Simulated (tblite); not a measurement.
Isomers of C8H6O. Level: GFN2-xTB in tblite, geometry and Hessian alike; calculated harmonic values, unscaled, isolated species. Errors from tens to a few hundred cm⁻¹ against measured bands are possible. One conformer each.

Electronic energies: GFN2-xTB at the same geometries; isomer energies are rough at this level and their order can be wrong.

```
          SMILES  electronic energy, lowest = 0 (kcal/mol)
O=Cc1ccc2c(c1)C2                                      61.1
 C#CC(=C)c1ccoc1                                      54.3
   c1ccc2cocc2c1                                       0.0
```

Q: How do GFN2-xTB zero-point energies change the relative energies?

A: 
| SMILES | ZPE (kcal/mol) | of it from modes above 1550 cm⁻¹ | electronic (kcal/mol) | with ZPE, lowest = 0 (kcal/mol) | lowest mode (cm⁻¹) | rings |
| --- | --- | --- | --- | --- | --- | --- |
| c1ccc2cocc2c1 | 71.2 | 33.5 | 0.0 | 0.0 | 193 | 2 |
| C#CC(=C)c1ccoc1 | 68.4 | 35.3 | 54.3 | 51.6 | 32 | 1 |
| O=Cc1ccc2c(c1)C2 | 69.2 | 33.1 | 61.1 | 59.2 | 92 | 2 |

The zero-point energies span 2.8 kcal/mol, from `C#CC(=C)c1ccoc1` to `c1ccc2cocc2c1`. The order is unchanged.

Q: What do entropy and thermal enthalpy add at 298.15 K and 1 bar (rigid rotor, harmonic oscillator, one conformer each)?

A: 
```json
{"SMILES": "c1ccc2cocc2c1", "point group": "C2v", "symmetry number": "2", "S (cal/(mol K))": "77.7", "H − H(0) (kcal/mol)": "4.53", "ZPE + H − H(0) − TS (kcal/mol)": "52.5"}
{"SMILES": "C#CC(=C)c1ccoc1", "point group": "Cs", "symmetry number": "1", "S (cal/(mol K))": "90.2", "H − H(0) (kcal/mol)": "5.77", "ZPE + H − H(0) − TS (kcal/mol)": "47.3"}
{"SMILES": "O=Cc1ccc2c(c1)C2", "point group": "Cs", "symmetry number": "1", "S (cal/(mol K))": "84.8", "H − H(0) (kcal/mol)": "5.25", "ZPE + H − H(0) − TS (kcal/mol)": "49.2"}
```
